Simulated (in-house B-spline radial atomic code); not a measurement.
Functionals against NIST's ionisation energies down a group: N⁺ to Bi⁺

Ionisation energies as differences of self-consistent total energies from a B-spline radial code for spherical atoms: all electrons, radial basis limit, scalar-relativistic (one-electron X2C), spin-polarised at highest spin, spherical densities; exact exchange is averaged over the determinants of each configuration. No spin-orbit coupling, Breit or QED terms. NIST's values run from ground level to ground level, so in open shells the differences also hold multiplet and fine-structure energies that spherical high-spin averages miss. For p electrons of heavy elements the spin-orbit part alone reaches an electronvolt or more. Columns give computed minus NIST, in eV; a star marks a semi-empirical value. Species are left out where the tabulated value is theory, is uncertain by more than 0.12 eV, or (13 ions, such as In⁴⁺, Te⁴⁺ and Bi⁴⁺) lies off its series for all methods alike, which flatters the means a little.

| species | shell | NIST (eV) | PBE | RPBE | TPSS | wB97X | r2SCAN0 | OLYP |
| --- | --- | --- | --- | --- | --- | --- | --- | --- |
| N⁺ | 2p | 29.60* | +0.48 | +0.43 | +0.56 | +0.32 | +0.66 | +0.46 |
| P⁺ | 3p | 19.77* | +0.10 | +0.10 | +0.18 | -0.01 | +0.23 | +0.02 |
| As⁺ | 4p | 18.59 | -0.02 | -0.05 | +0.05 | -0.25 | +0.23 | -0.14 |
| Sb⁺ | 5p | 16.63 ± 0.03 | -0.10 | -0.15 | -0.08 | -0.32 | +0.14 | -0.27 |
| Bi⁺ | 6p | 16.70 | -0.89 | -0.96 | -0.92 | -1.14 | -0.63 | -1.09 |

How do the methods rank, and which species is hardest?

Mean absolute (signed) differences: PBE 0.32 (-0.09) eV; RPBE 0.34 (-0.13) eV; TPSS 0.36 (-0.04) eV; r2SCAN0 0.38 (+0.13) eV; OLYP 0.40 (-0.20) eV; wB97X 0.41 (-0.28) eV. For Bi⁺, which loses a 6p electron, the nearest method is off by -0.63 eV, the largest such miss. The first two are tied within the accuracy of the references.
